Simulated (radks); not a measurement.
Spin polarisation of the 4d2 shell in Zr. Start: [Kr] 4d(up 1, down 1) 5s2; electrons of 4d are moved from spin down to spin up, other shells keep equal spins. All-electron calculation, scalar-relativistic Kohn-Sham, BLYP, spin-polarised, spherical densities, finite nucleus; Fermi nuclear charge, rms radius of each element as measured or else 0.836 A^(1/3) + 0.57 fm. Program: a radial shooting solver on a logarithmic mesh with Libxc functionals.

moment (Bohr magnetons) = 0: E - E(0) (eV) 0.000; e(4d up) (eV) -3.425; e(4d down) (eV) -3.425; 5s down minus up (eV) 0.000; 4p down minus up (eV) 0.000
moment (Bohr magnetons) = 0.5: E - E(0) (eV) -0.032; e(4d up) (eV) -3.545; e(4d down) (eV) -3.292; 5s down minus up (eV) 0.126; 4p down minus up (eV) 0.260
moment (Bohr magnetons) = 1: E - E(0) (eV) -0.126; e(4d up) (eV) -3.649; e(4d down) (eV) -3.146; 5s down minus up (eV) 0.251; 4p down minus up (eV) 0.519
moment (Bohr magnetons) = 1.5: E - E(0) (eV) -0.283; e(4d up) (eV) -3.736; e(4d down) (eV) -2.988; 5s down minus up (eV) 0.372; 4p down minus up (eV) 0.773
moment (Bohr magnetons) = 2: E - E(0) (eV) -0.499; e(4d up) (eV) -3.804; e(4d down) (eV) -2.821; 5s down minus up (eV) 0.489; 4p down minus up (eV) 1.021

At moment 2 the spin-polarisation energy is -0.499 eV and the 4d exchange splitting 0.982 eV, that is 0.491 eV per Bohr magneton; E = -I m^2/4 would give I = 0.499 eV.
